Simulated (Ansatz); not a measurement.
Cost and result up the ladder for (HZn-mu-F)2 (Zn₂H₂F₂) (6 atoms). Total charge 0; singlet. Geometry: r2SCAN-D4/def2-SVP.

Cartesian coordinates in Å:
```
Zn -0.411 0.025 1.409
H -0.835 0.049 2.865
F 0.194 1.231 0.035
Zn 0.412 -0.025 -1.409
H 0.840 -0.051 -2.864
F -0.200 -1.229 -0.037
```

Ansatz on 2 threads of Arm Neoverse V1 on a shared host. Times are rough, and most runs start from the orbitals of an earlier one. ωB97M-V/def2-TZVP serves as the yardstick here, not as an exact answer. Differences are given only for rows in sets of like size (and for xTB, whose basis is part of the method), since another set adds its own error. Binding counts from free atoms at the same level (Zn singlet, H doublet, F doublet; other spins of the atoms weren't run), without zero-point energy or a counterpoise term.

The 6-31G sets use Cartesian d functions. LC-ωPBE has ω = 0.4 bohr⁻¹. B3LYP takes the VWN-RPA correlation. Correlated methods freeze 20 core orbitals.

Correlated methods converge slowly with the basis.

```csv
level,functions,wall time,binding energy per atom (eV),difference from ωB97M-V/def2-TZVP (eV)
HF/6-31G,80,0.7 s,1.90,–
PBE-D4/def2-SVP,100,1.6 s,2.56,–
LDA (SPW92)/def2-TZVP,170,1.8 s,2.85,0.41
PBE0-D4/def2-SVP,100,2.4 s,2.49,–
BLYP-D4/def2-TZVP,170,3.4 s,2.34,-0.11
LC-ωPBE/def2-TZVP,170,3.7 s,2.53,0.08
B3LYP-D4/def2-TZVP,170,5.5 s,2.35,-0.09
r2SCAN-D4/def2-TZVP,170,7 s,2.50,0.05
r2SCANh-D4/def2-TZVP,170,8.5 s,2.47,0.02
PBE0-D4/def2-TZVP (with forces),170,8.5 s,2.37,-0.07
r2SCAN-D4/def2-TZVPD,200,12 s,2.51,0.07
ωB97X-V/def2-TZVP,170,14 s,2.48,0.04
ωB97M-V/def2-TZVP,170,14 s,2.44,0.00
CCSD(T)/def2-TZVP,170,1.7 min,2.36,-0.08
```
